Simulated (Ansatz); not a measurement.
Consider the ligand exchange at the Si–O bond: `O=C(O)O[SiH2][SiH3]` + CH₃SH → `CS[SiH2][SiH3]` + `O=C(O)O`.

Isolated molecules relaxed with PBE0-D4/def2-TZVP in Ansatz; ΔE leaves out vibrations. CCSD(T)/CBS is the MP2 limit (def2-TZVPP, def2-QZVPP) plus CCSD(T) − MP2 in def2-TZVPP, frozen cores. This one scheme is used for every species. Functionals use def2-TZVPP. B3LYP here is the variant with VWN-RPA as its local correlation; programs differ in this. One conformer a species, not always the lowest.

| level | ΔE (kcal/mol) | difference from CCSD(T)/CBS |
| --- | --- | --- |
| PBE-D4 | 1.9 | -3.4 |
| r2SCAN-D4 | 4.1 | -1.2 |
| PBE0-D4 | 2.5 | -2.8 |
| B3LYP-D4 | 5.5 | 0.2 |
| ωB97X-V | 5.6 | 0.3 |
| ωB97M-V | 5.6 | 0.3 |
| B2PLYP | 5.7 | 0.4 |
| PBE | 1.9 | -3.4 |
| r2SCAN | 4.1 | -1.2 |
| PBE0 | 2.5 | -2.8 |
| B3LYP | 5.6 | 0.3 |
| HF/def2-TZVPP | 8.1 | 2.8 |
| MP2/def2-TZVPP | 4.8 | -0.5 |
| SCS-MP2/def2-TZVPP | 6.1 | 0.8 |
| CCSD/def2-TZVPP | 6.3 | 1.0 |
| CCSD(T)/def2-TZVPP | 5.8 | 0.5 |
| HF/def2-QZVPP | 8.5 | 3.2 |
| MP2/def2-QZVPP | 4.6 | -0.7 |
| SCS-MP2/def2-QZVPP | 5.9 | 0.6 |
| HF/CBS(def2) | 8.6 | 3.3 |
| MP2/CBS(def2) | 4.3 | -1.0 |
| CCSD/CBS(def2) | 5.8 | 0.5 |
| CCSD(T)/CBS | 5.3 | 0 |

Largest T1 diagnostic among the species: 0.015.

In def2-TZVPP, CCSD(T) changes the Hartree–Fock value by −2.3 kcal/mol (the triples alone add −0.5 kcal/mol) and MP2 by −3.3 kcal/mol.
